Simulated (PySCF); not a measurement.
Compound: C6H12N (doublet state).
Cartesian coordinates in Å at the GFN2-xTB level; atoms count from 1:
```xyz
19
C6H12N angstrom
C     -1.3801    1.5689   -0.8281
C     -1.0249    0.2946   -0.8726
C     -0.2241   -0.4144    0.2016
C     -0.7233   -1.8644    0.3528
N     -0.2913    0.3331    1.4508
C      1.1560   -0.3724   -0.3583
C      2.0369    0.7997   -0.1880
H     -1.1540    2.1821    0.0264
H     -1.9048    2.0381   -1.6435
H     -1.2413   -0.3129   -1.7406
H     -0.1243   -2.3886    1.0961
H     -0.6480   -2.4007   -0.5896
H     -1.7643   -1.8694    0.6734
H      0.2797   -0.1241    2.1534
H     -1.2485    0.3590    1.7854
H      1.4267   -1.1249   -1.0806
H      1.6042    1.4868    0.5328
H      3.0277    0.4917    0.1569
H      2.1881    1.3270   -1.1360
```

The hyperfine couplings belong to this conformer and change with its torsions.

As a line formula: `C=C[C@](C)(N)[CH]C` [radical].

Theory: UKS B3LYP, pcH-1 on C H N, non-relativistic, mean-field spin-orbit, GIAO (PySCF). Geometry: GFN2-xTB, one conformer, isolated molecule. Couplings are sensitive to structure, and on GFN2-xTB geometries they can be far from those on DFT ones. No stability test was run, so a lower SCF solution isn't excluded.

Mulliken spin populations: C1 +0.128, C2 -0.033, C3 -0.056, C4 +0.010, N5 +0.005, C6 +0.985, C7 -0.080, H8 -0.005, H9 -0.003, H10 +0.002, H11 +0.004, H12 -0.002, H13 +0.001, H14 +0.003, H15 0.000, H16 -0.044, H17 +0.001, H18 +0.032, H19 +0.051.

**Question.** What dipolar couplings does the calculation give for H10, H11, H12, H13, H14, H15, H17, H18, H19?

**Answer.** 
```
atom            position  distance from C6 (Å)  T1 (MHz)     T2    T3
 H10  γ, 3 bonds from C6                  2.77     -3.42  -2.55  5.97
 H11  γ, 3 bonds from C6                  2.80     -4.02  -2.25  6.27
 H12  γ, 3 bonds from C6                  2.72     -3.02  -2.70  5.72
 H13  γ, 3 bonds from C6                  3.44     -1.94  -1.60  3.53
 H14  γ, 3 bonds from C6                  2.67     -4.18  -2.63  6.82
 H15  γ, 3 bonds from C6                  3.30     -2.08  -1.37  3.44
 H17  β, 2 bonds from C6                  2.11     -4.68  -3.51  8.19
 H18  β, 2 bonds from C6                  2.12     -5.32  -4.05  9.37
 H19  β, 2 bonds from C6                  2.14     -4.57  -3.30  7.88
```

**Question.** Estimate them with point dipoles: put each population ρk at its nucleus, leave out the nucleus itself and the atom bound to it, and sum T = Σ [ρk/(2S)]·C·(3 n nᵀ − 1)/r³ with C = μ0 gₑ μB g_N μN/(4π h) = 79.06 MHz Å³.

**Answer.** 
```tsv
atom	T1 (MHz)	T2	T3	T3, computed	difference in T3 (%)
H10	-4.43	-1.18	5.61	5.97	-6
H11	-3.30	-3.08	6.38	6.27	+2
H12	-3.66	-3.11	6.78	5.72	+18
H13	-1.57	-1.31	2.88	3.53	-19
H14	-3.91	-3.35	7.27	6.82	+7
H15	-2.06	-1.05	3.11	3.44	-10
H17	-8.11	-7.27	15.38	8.19	+88
H18	-8.70	-6.75	15.45	9.37	+65
H19	-8.29	-6.91	15.19	7.88	+93
```

In T3 the estimate is closest for H11 (+2 %, 2.80 Å from C6) and worst for H19 (+93 %, 2.14 Å).

**Question.** If all the spin sat on C6, T∥ = 2C/r³. What distance does the computed T3 of H10 then imply?

**Answer.** r = (2 × 79.06/5.97)^(1/3) = 2.98 Å, against 2.77 Å in the structure.
